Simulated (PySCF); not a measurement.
C6H14BN.
Atom-mapped SMILES: `[CH3:1][N:2]([CH3:3])[BH:4][CH:5]1[CH2:6][CH2:7][CH2:8]1` (hydrogens: H9, H10, H11 on C1; H12, H13, H14 on C3; H15 on B4; H16 on C5; H17, H18 on C6; H19, H20 on C7; H21, H22 on C8)

Computed, not measured: PBE0-D3(BJ)/def2-SVP geometry optimisation, gas phase in PySCF.

**Question.** List the bond lengths, angles and torsions at this level.

**Answer.** 
| bond | length (pm) |
| --- | --- |
| C1–N2, N2–C3 | 144.3 |
| N2–B4 | 140.0 |
| B4–C5 | 158.0 |
| C5–C6 | 154.8 |
| C6–C7, C7–C8 | 153.8 |
| C5–C8 | 156.0 |
| C1–H9, C1–H11 | 110.5 |
| C1–H10 and 3 like bonds | 110.1 |
| B4–H15 | 121.6 |
| C5–H16 | 110.6 |
| C6–H17, C8–H21 | 110.1 |
| C6–H18, C8–H22 | 110.2 |
| C7–H19 | 110.1 |
| C7–H20 | 110.2 |

Bonds in one row agree within 1 pm and their mean is given. A selection of angles:
| angle | degrees |
| --- | --- |
| N2–C1–H9 | 111.3 |
| N2–C1–H10 | 109.9 |
| H9–C1–H10 | 108.5 |
| H9–C1–H11 | 107.2 |
| C1–N2–C3 | 113.3 |
| C1–N2–B4 | 122.7 |
| N2–B4–C5 | 123.2 |
| N2–B4–H15 | 116.4 |
| C5–B4–H15 | 120.4 |
| B4–C5–C6 | 120.2 |
| B4–C5–C8 | 118.5 |
| B4–C5–H16 | 110.9 |
| C6–C5–C8 | 87.4 |
| C6–C5–H16 | 109.1 |
| C8–C5–H16 | 108.5 |
| C5–C6–C7 | 89.3 |
| C5–C6–H17 | 117.9 |
| C5–C6–H18 | 111.0 |
| C7–C6–H17 | 118.0 |
| C7–C6–H18 | 111.8 |
| H17–C6–H18 | 108.0 |
| C6–C7–C8 | 88.5 |
| C6–C7–H19 | 118.3 |
| C6–C7–H20 | 111.4 |
| H19–C7–H20 | 108.2 |

Dihedral angles: C1–N2–B4–C5 178° (antiperiplanar); N2–B4–C5–C6 -177° (antiperiplanar); B4–C5–C6–C7 140° (anticlinal); C5–C6–C7–C8 -18° (synperiplanar); C6–C7–C8–C5 18° (synperiplanar); B4–C5–C8–C7 -141° (anticlinal). The mirror-image conformer, all signs reversed, is as good.

The C–C distances run from 1.538 Å (C7–C8, drawn single) to 1.560 Å (C5–C8, drawn single), a spread of 0.022 Å. The 4-membered ring C5–C6–C7–C8 has internal angles of 87.4° to 89.3°; it is puckered, 0.12 Å rms from its mean plane, widest ring torsion 18°. B4 (three-coordinate boron) is planar (angles 123.2°, 120.4° and 116.4°, sum 360.0°, 0.01 Å off the plane of its three neighbours). N2 (boron-bound nitrogen) is planar (angles 124.0°, 122.7° and 113.3°, sum 360.0°, 0.00 Å off the plane of its three neighbours). Of the pairs four or more bonds apart, C5···H13 is among the closest relative to their van der Waals radii: 2.56 Å, 88 % of the sum of Bondi's values.

Point group: C1 (no symmetry element, even within 0.4 Å). Whether it is a minimum is left open (no frequencies). One conformer, not necessarily the lowest.

The run took about 4 min of CPU time (one thread, shared machine). These figures are those of the optimisation.
